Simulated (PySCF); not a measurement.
Isomers of C5H13FSSi.

All values: PBE0/pcSseg-1 (PySCF) at GFN2-xTB geometries, gas phase, one conformer each.

Problem. Rank by the lowest Hirshfeld charge on any atom, lowest value first.
A. `[CH3:1][CH2:2][S:3][SiH2:4][C@H:5]([F:6])[CH2:7][CH3:8]` with C1–C2–S3–Si4 71°, C2–S3–Si4–C5 164°, S3–Si4–C5–F6 175°, Si4–C5–C7–C8 -175°
B. `[CH3:1][Si@H:2]([F:3])[C:4]([CH3:5])([CH3:6])[CH2:7][SH:8]` with C1–Si2–C4–C5 -64°, Si2–C4–C7–S8 179°, C4–C7–S8–H 76°
C. `[CH3:1][S:2][Si@@H:3]([F:4])[C:5]([CH3:6])([CH3:7])[CH3:8]` with C1–S2–Si3–F4 46°
D. `[CH3:1][CH2:2][S:3][Si@H:4]([F:5])[CH:6]([CH3:7])[CH3:8]` with C1–C2–S3–Si4 81°, C2–S3–Si4–F5 -6°, S3–Si4–C6–C7 -179°
E. `[CH3:1][C@@H:2]([F:3])[S:4][CH2:5][CH2:6][CH2:7][SiH3:8]` with C1–C2–S4–C5 176°, C2–S4–C5–C6 -77°, S4–C5–C6–C7 -56°, C5–C6–C7–Si8 -62°

Solution. B (-0.213 e), C (-0.201 e), D (-0.190 e), E (-0.163 e), A (-0.121 e).

Problem. Rank by the lowest IAO charge on any atom, highest value first.
A. `[CH3:1][Si@H:2]([F:3])[C:4]([CH3:5])([CH3:6])[CH2:7][SH:8]` with C1–Si2–C4–C5 -64°, Si2–C4–C7–S8 179°, C4–C7–S8–H 76°
B. `[CH3:1][CH2:2][S:3][Si@H:4]([F:5])[CH:6]([CH3:7])[CH3:8]` with C1–C2–S3–Si4 81°, C2–S3–Si4–F5 -6°, S3–Si4–C6–C7 -179°
C. `[CH3:1][CH2:2][CH2:3][S:4][Si@H:5]([CH3:6])[CH2:7][F:8]` with C1–C2–C3–S4 -177°, C2–C3–S4–Si5 -67°, C3–S4–Si5–C6 -44°, S4–Si5–C7–F8 -174°
D. `[CH3:1][CH2:2][S:3][SiH2:4][C@H:5]([F:6])[CH2:7][CH3:8]` with C1–C2–S3–Si4 71°, C2–S3–Si4–C5 164°, S3–Si4–C5–F6 175°, Si4–C5–C7–C8 -175°

Solution. D (-0.419 e), B (-0.538 e), C (-0.721 e), A (-0.741 e).

Problem. Rank by the highest IAO charge on any atom, highest value first.
A. `[CH3:1][C@@H:2]([F:3])[S:4][CH2:5][CH2:6][CH2:7][SiH3:8]` with C1–C2–S4–C5 176°, C2–S4–C5–C6 -77°, S4–C5–C6–C7 -56°, C5–C6–C7–Si8 -62°
B. `[CH3:1][SiH2:2][C@@H:3]([CH2:4][F:5])[CH2:6][S:7][CH3:8]` with C1–Si2–C3–C4 178°, Si2–C3–C4–F5 -57°, Si2–C3–C6–S7 176°, C3–C6–S7–C8 -75°
C. `[CH3:1][CH2:2][CH2:3][S:4][Si@H:5]([CH3:6])[CH2:7][F:8]` with C1–C2–C3–S4 -177°, C2–C3–S4–Si5 -67°, C3–S4–Si5–C6 -44°, S4–Si5–C7–F8 -174°
D. `[CH3:1][CH2:2][S:3][SiH2:4][C@H:5]([F:6])[CH2:7][CH3:8]` with C1–C2–S3–Si4 71°, C2–S3–Si4–C5 164°, S3–Si4–C5–F6 175°, Si4–C5–C7–C8 -175°
E. `[CH3:1][CH2:2][S:3][Si@H:4]([F:5])[CH:6]([CH3:7])[CH3:8]` with C1–C2–S3–Si4 81°, C2–S3–Si4–F5 -6°, S3–Si4–C6–C7 -179°
F. `[CH3:1][CH2:2][S:3][CH2:4][C@H:5]([CH3:6])[SiH2:7][F:8]` with C1–C2–S3–C4 -65°, C2–S3–C4–C5 -71°, S3–C4–C5–C6 -65°, C4–C5–Si7–F8 -54°

Solution. E (+1.116 e), F (+1.082 e), C (+0.831 e), B (+0.756 e), D (+0.674 e), A (+0.585 e).

All values together:

```tsv
SMILES	μ (D)	HOMO (eV)	LUMO (eV)	lowest IAO charge (e)	highest IAO charge (e)	lowest Hirshfeld charge (e)	highest Hirshfeld charge (e)
CSC[Si](C)(C)CF	1.16	-6.29	0.87	-0.724 (C)	+1.065 (Si)	-0.215 (C)	+0.401 (Si)
C[Si@H](F)C(C)(C)CS	2.11	-6.85	0.56	-0.741 (C)	+1.202 (Si)	-0.213 (C)	+0.445 (Si)
C[SiH2]C[C@@H](C)SCF	1.42	-6.79	0.63	-0.713 (C)	+0.762 (Si)	-0.211 (C)	+0.352 (Si)
CS[Si](C)(C)CCF	1.46	-6.54	0.72	-0.721 (C)	+0.985 (Si)	-0.218 (C)	+0.378 (Si)
CS[Si@@H](F)C(C)(C)C	0.80	-7.03	0.24	-0.541 (F)	+1.095 (Si)	-0.201 (F)	+0.398 (Si)
CCCS[Si@H](C)CF	2.42	-6.85	0.32	-0.721 (C)	+0.831 (Si)	-0.211 (C)	+0.338 (Si)
C[C@@H](F)SCCC[SiH3]	1.87	-6.79	0.76	-0.537 (C)	+0.585 (Si)	-0.163 (C)	+0.308 (Si)
CCS[C@@](C)(F)[SiH2]C	1.72	-6.54	0.58	-0.722 (C)	+0.760 (Si)	-0.211 (C)	+0.330 (Si)
CCS[SiH2][C@H](F)CC	1.71	-6.96	0.14	-0.419 (C)	+0.674 (Si)	-0.121 (C)	+0.303 (Si)
CCSC[C@H](C)[SiH2]F	1.37	-6.38	0.19	-0.546 (F)	+1.082 (Si)	-0.209 (F)	+0.429 (Si)
CCS[Si@H](F)C(C)C	0.78	-6.87	-0.21	-0.538 (F)	+1.116 (Si)	-0.190 (F)	+0.411 (Si)
C[SiH2][C@@H](CF)CSC	2.36	-6.49	0.70	-0.717 (C)	+0.756 (Si)	-0.212 (C)	+0.342 (Si)
```

Conformers: `[CH3:1][S:2][CH2:3][Si:4]([CH3:5])([CH3:6])[CH2:7][F:8]` with C1–S2–C3–Si4 178°, S2–C3–Si4–C5 -65°, C3–Si4–C7–F8 54°; `[CH3:1][Si@H:2]([F:3])[C:4]([CH3:5])([CH3:6])[CH2:7][SH:8]` with C1–Si2–C4–C5 -64°, Si2–C4–C7–S8 179°, C4–C7–S8–H 76°; `[CH3:1][SiH2:2][CH2:3][C@@H:4]([CH3:5])[S:6][CH2:7][F:8]` with C1–Si2–C3–C4 166°, Si2–C3–C4–C5 67°, C3–C4–S6–C7 151°, C4–S6–C7–F8 -68°; `[CH3:1][S:2][Si:3]([CH3:4])([CH3:5])[CH2:6][CH2:7][F:8]` with C1–S2–Si3–C4 56°, S2–Si3–C6–C7 -159°, Si3–C6–C7–F8 -55°; `[CH3:1][S:2][Si@@H:3]([F:4])[C:5]([CH3:6])([CH3:7])[CH3:8]` with C1–S2–Si3–F4 46°; `[CH3:1][CH2:2][CH2:3][S:4][Si@H:5]([CH3:6])[CH2:7][F:8]` with C1–C2–C3–S4 -177°, C2–C3–S4–Si5 -67°, C3–S4–Si5–C6 -44°, S4–Si5–C7–F8 -174°; `[CH3:1][C@@H:2]([F:3])[S:4][CH2:5][CH2:6][CH2:7][SiH3:8]` with C1–C2–S4–C5 176°, C2–S4–C5–C6 -77°, S4–C5–C6–C7 -56°, C5–C6–C7–Si8 -62°; `[CH3:1][CH2:2][S:3][C@@:4]([CH3:5])([F:6])[SiH2:7][CH3:8]` with C1–C2–S3–C4 -157°, C2–S3–C4–C5 -64°, S3–C4–Si7–C8 63°; `[CH3:1][CH2:2][S:3][SiH2:4][C@H:5]([F:6])[CH2:7][CH3:8]` with C1–C2–S3–Si4 71°, C2–S3–Si4–C5 164°, S3–Si4–C5–F6 175°, Si4–C5–C7–C8 -175°; `[CH3:1][CH2:2][S:3][CH2:4][C@H:5]([CH3:6])[SiH2:7][F:8]` with C1–C2–S3–C4 -65°, C2–S3–C4–C5 -71°, S3–C4–C5–C6 -65°, C4–C5–Si7–F8 -54°; `[CH3:1][CH2:2][S:3][Si@H:4]([F:5])[CH:6]([CH3:7])[CH3:8]` with C1–C2–S3–Si4 81°, C2–S3–Si4–F5 -6°, S3–Si4–C6–C7 -179°; `[CH3:1][SiH2:2][C@@H:3]([CH2:4][F:5])[CH2:6][S:7][CH3:8]` with C1–Si2–C3–C4 178°, Si2–C3–C4–F5 -57°, Si2–C3–C6–S7 176°, C3–C6–S7–C8 -75°.
